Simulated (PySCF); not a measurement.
# SMILES FC1(F)C[SiH2]OCO1, C₃H₆F₂O₂Si

Molfile (atoms numbered from 1):
```
C3H6F2O2Si
     RDKit          3D

 14 14  0  0  0  0  0  0  0  0999 V2000
   -0.0247   -0.9512   -1.6633 F   0  0  0  0  0  0  0  0  0  0  0  0
   -0.6779   -0.9615   -0.4547 C   0  0  0  0  0  0  0  0  0  0  0  0
   -1.6229   -1.9235   -0.5938 F   0  0  0  0  0  0  0  0  0  0  0  0
   -1.2970    0.3896   -0.1981 C   0  0  0  0  0  0  0  0  0  0  0  0
    0.1716    1.5649    0.1320 Si  0  0  0  0  0  4  0  0  0  0  0  0
    1.2788    0.6077    0.8566 O   0  0  0  0  0  0  0  0  0  0  0  0
    1.4019   -0.7448    0.6068 C   0  0  0  0  0  0  0  0  0  0  0  0
    0.1714   -1.4125    0.5248 O   0  0  0  0  0  0  0  0  0  0  0  0
   -1.9430    0.2839    0.6720 H   0  0  0  0  0  0  0  0  0  0  0  0
   -1.9146    0.6530   -1.0534 H   0  0  0  0  0  0  0  0  0  0  0  0
   -0.1078    2.5468    1.1627 H   0  0  0  0  0  0  0  0  0  0  0  0
    0.6683    2.0607   -1.1510 H   0  0  0  0  0  0  0  0  0  0  0  0
    1.9804   -0.9031   -0.3162 H   0  0  0  0  0  0  0  0  0  0  0  0
    1.9148   -1.2105    1.4536 H   0  0  0  0  0  0  0  0  0  0  0  0
  1  2  1  0
  2  3  1  0
  2  4  1  0
  4  5  1  0
  5  6  1  0
  6  7  1  0
  7  8  1  0
  8  2  1  0
  4  9  1  0
  4 10  1  0
  5 11  1  0
  5 12  1  0
  7 13  1  0
  7 14  1  0
M  END
```

Computed, not measured: GIAO PBE/pcSseg-1 magnetisability, rotational g tensor and spin-rotation constants, non-relativistic, gas phase (PySCF). Geometry: GFN2-xTB.

How diamagnetic is it, and how anisotropic?

Isotropic -1085 × 10⁻³⁰ J/T², or -65.3 × 10⁻⁶ cm³/mol; principal values -1153, -1068, -1034 × 10⁻³⁰ J/T², anisotropy 106 × 10⁻³⁰ J/T² (root of half the summed squared differences of the principal values). The susceptibility is in cgs units.

Split it along the inertial axes a, b, c into diamagnetic and paramagnetic parts about the centre of mass, with the quadrupole moment.


| axis | χ (10⁻⁶ cm³/mol) | diamagnetic (10⁻⁶ cm³/mol) | paramagnetic (10⁻⁶ cm³/mol) | summed x² of all electrons (Å²) | quadrupole Θ (D Å) |
| --- | --- | --- | --- | --- | --- |
| a | -65.1 | -508.1 | 443.1 | 152.2 | -7.84 |
| b | -68.3 | -813.1 | 744.9 | 80.3 | +8.77 |
| c | -62.7 | -986.3 | 923.6 | 39.5 | -0.92 |

Anisotropies 2χaa − χbb − χcc = +0.8 and 2χbb − χaa − χcc = -8.8 × 10⁻⁶ cm³/mol. Θ is traceless in Buckingham's convention.

And the rotational g tensor?


| axis | rotational constant (GHz) | g | nuclear part | electronic part |
| --- | --- | --- | --- | --- |
| a | 2.9261 | -0.0348 | 0.5743 | -0.6090 |
| b | 1.5507 | -0.0232 | 0.5194 | -0.5426 |
| c | 1.2770 | -0.0191 | 0.5350 | -0.5541 |

Asymmetric top; isotopes 12C, 19F, 1H, 16O, 28Si; no vibrational averaging.
